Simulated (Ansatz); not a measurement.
Start from `C[SiH2]/C(F)=C\F` and change one atom or group (the configuration at the double bond changes too) to get `F/C=C(\F)Cl`.

Ansatz, PBE0-D4/def2-TZVP geometries, multiplicity 1. Each molecule was computed in one conformer, which needn't be the lowest.

```csv
property,`C[SiH2]/C(F)=C\F`
HOMO energy (PBE/def2-TZVPP) / eV,-6.10
LUMO energy (ωB97M-V/def2-TZVPP) / eV,1.67
LUMO energy (PBE0/def2-TZVPP) / eV,-0.32
HOMO energy (ωB97M-V/def2-TZVPP) / eV,-9.67
LUMO energy (B3LYP/def2-TZVPP) / eV,-0.56
HOMO–LUMO gap (PBE0/def2-TZVPP) / eV,7.09
```

Task: Give the same properties after the change, and the shifts. (Estimate.)

Result: The calculation gave: 
| property | `F/C=C(\F)Cl` | shift |
| --- | --- | --- |
| HOMO energy (PBE/def2-TZVPP) / eV | -6.14 | -0.04 |
| LUMO energy (ωB97M-V/def2-TZVPP) / eV | 2.23 | 0.56 |
| LUMO energy (PBE0/def2-TZVPP) / eV | 0.02 | 0.34 |
| HOMO energy (ωB97M-V/def2-TZVPP) / eV | -9.68 | -0.01 |
| LUMO energy (B3LYP/def2-TZVPP) / eV | -0.26 | 0.30 |
| HOMO–LUMO gap (PBE0/def2-TZVPP) / eV | 7.48 | 0.39 |

With PBE0 the HOMO falls by 0.05 eV and the LUMO rises by 0.34 eV, so the gap widens by about 0.39 eV. PBE moves the HOMO by -0.04 eV and ωB97M-V by -0.01 eV.

B3LYP here is the variant with VWN-RPA as its local correlation; programs differ in this.
